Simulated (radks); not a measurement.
The numbers below are computed, except where a source is named.
Spin polarisation of the 5p1 shell in In. Start: [Kr] 4d10 5s2 5p(up 0.5, down 0.5); electrons of 5p are moved from spin down to spin up, other shells keep equal spins. Code: a radial shooting solver on a logarithmic mesh with Libxc functionals. Model: scalar-relativistic Kohn-Sham, r2SCAN, spin-polarised, spherical densities, finite nucleus; meta-GGA in the generalised Kohn-Sham scheme; Fermi nuclear charge, rms radius of each element as measured or else 0.836 A^(1/3) + 0.57 fm.

| moment (Bohr magnetons) | E - E(0) (eV) | e(5p up) (eV) | e(5p down) (eV) | 5s down minus up (eV) | 4d down minus up (eV) | 4p down minus up (eV) |
|---|---|---|---|---|---|---|
| 0 | 0.000 | -2.478 | -2.478 | 0.000 | 0.000 | 0.000 |
| 0.25 | -0.015 | -2.592 | -2.349 | 0.198 | 0.014 | 0.003 |
| 0.5 | -0.061 | -2.694 | -2.199 | 0.393 | 0.028 | 0.007 |
| 0.75 | -0.140 | -2.785 | -2.010 | 0.584 | 0.042 | 0.010 |
| 1 | -0.261 | -2.870 | -1.605 | 0.775 | 0.058 | 0.012 |

At moment 1 the spin-polarisation energy is -0.261 eV and the 5p exchange splitting 1.265 eV, that is 1.265 eV per Bohr magneton; E = -I m^2/4 would give I = 1.046 eV.
